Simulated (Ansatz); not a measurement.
All numbers were calculated with Ansatz.

A structure relaxed at PBE0-D4/def2-TZVP, charge 0, multiplicity 1:

```xyz
13

Si    0.8736   -1.3987    0.3238
C    -0.0610   -0.0148   -0.5526
Si    0.3577    1.6132    0.3026
B    -1.5692   -0.2715   -0.4578
Cl   -2.5636   -0.4489   -1.8902
H     0.4733   -1.4507    1.7531
H     0.5774   -2.7095   -0.3102
H     2.3349   -1.1421    0.2345
H     0.2911    0.0385   -1.5889
H     1.8197    1.8616    0.2025
H    -0.3655    2.7406   -0.3406
H    -0.0292    1.5443    1.7349
H    -2.1392   -0.3621    0.5889
```

Problem. Give its formula and SMILES.

Solution. CH8BClSi2, `[SiH3]C([SiH3])BCl`.

Problem. Point group (tolerance 0.08 Å, 0.16 Å for H)?

Solution. Cs.

Problem. Summarise the bond lengths by kind.

Solution. 2 × C–Si 1.886 Å; 6 × H–Si 1.485 to 1.486 Å; 1 × B–C 1.533 Å; 1 × C–H 1.096 Å; 1 × B–Cl 1.753 Å; 1 × B–H 1.195 Å.
